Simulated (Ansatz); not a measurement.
Ansatz results at the PBE0-D4/def2-TZVP geometry: HOMO energy (PBE/def2-TZVPP) -6.36 eV; HOMO–LUMO gap (PBE0/def2-TZVPP) 6.83 eV; size of the dipole moment (ωB97M-V/def2-TZVPP) 0.98 D.

Each molecule was computed in one conformer, which needn't be the lowest.

Q: Which molecule gave them?
A. `O/C=C(/O)[CH2][AlH2]`
B. `CB[Si]1(N)C=N1`
C. `OC1=NC[SiH]1[AlH2]`
D. `C[CH]([AlH2])OC=O`

A: D. The others give `O/C=C(/O)[CH2][AlH2]`: -5.40, 6.22, 0.84; `CB[Si]1(N)C=N1`: -4.95, 3.87, 2.80; `OC1=NC[SiH]1[AlH2]`: -5.53, 4.48, 1.25.
